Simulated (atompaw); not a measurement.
# Cutoff test, S, PAW (atompaw)

| Property | Result |
| --- | --- |
| Element | sulfur (S) |
| Generator | atompaw 4.2.0.5 |
| Type | PAW |
| Functional | LDA (PW92) |
| Relativity | scalar-relativistic |
| Frozen core | [Ne] |
| Valence charge | 6 |
| Reference configuration | 3s2 3p4 |
| Partial waves | 3s (bound): rc 1.15 bohr; 3s channel at 1.55 Ry: rc 1.40 bohr; 3p (bound): rc 1.40 bohr; 3p channel at 0.1 Ry: rc 1.40 bohr |
| Local potential | ultrasoft scheme with l = 2 at 0.5 Ry, radius 0.90 bohr |
| Core correction | smooth core density matched at 1.20 bohr |
| Augmentation charge | besselshape compensation charge, radius 1.40 bohr; PAW radius 1.40 bohr; waves and projectors: custom polynom2 7 10 vanderbiltortho |

The pseudo-atom Hamiltonian at the reference potential is diagonalised in spherical Bessel functions j_l(qr) that vanish at 20 bohr, with q² up to the cutoff. All-electron valence levels (Ry): 3s -1.2701, 3p -0.5223.

**Question.** How do the lowest levels (Ry) of each channel move with the cutoff, and are there ghosts?

**Answer.**

```tsv
cutoff (Ry)	s #1	s #2	s #3	p #1	p #2	d #1	f #1	f #2	Σ f·Δε (mRy)
8	-1.2740	-0.0257	0.0669	-0.4978	0.0338	0.0716	0.1175	0.2519	105.8
12	-1.2938	-0.0260	0.0668	-0.5196	0.0331	0.0715	0.1175	0.2519	58.4
21	-3.2931	-1.2639	-0.0245	-0.5223	0.0330	0.0713	0.1175	0.2519	12.6
30	-9.1444	-1.2683	-0.0246	-0.5223	0.0330	0.0713	0.1175	0.2519	3.6
40	-15.3961	-1.2690	-0.0246	-0.5223	0.0330	0.0712	0.1175	0.2519	2.3
50	-19.0064	-1.2693	-0.0246	-0.5223	0.0330	0.0712	0.1175	0.2519	1.6
70	-20.4143	-1.2694	-0.0246	-0.5223	0.0330	0.0712	0.1175	0.2519	1.5
90	-20.4294	-1.2695	-0.0246	-0.5223	0.0330	0.0712	0.1175	0.2519	1.2
110	-20.5070	-1.2695	-0.0246	-0.5223	0.0330	0.0712	0.1175	0.2519	1.2
160	-20.9508	-1.2696	-0.0246	-0.5223	0.0330	0.0712	0.1175	0.2519	1.0
200	-21.5469	-1.2698	-0.0246	-0.5223	0.0330	0.0712	0.1175	0.2519	0.5
400	-22.4042	-1.2701	-0.0246	-0.5223	0.0330	0.0712	0.1175	0.2519	0.0
```

Result: ghost state, extra bound levels that the all-electron valence spectrum of the same l lacks: s at -304.8 eV (a true bound ghost makes a file unfit for plane-wave use); 10 mRy is reached at 25 Ry and 1 mRy at 160 Ry.
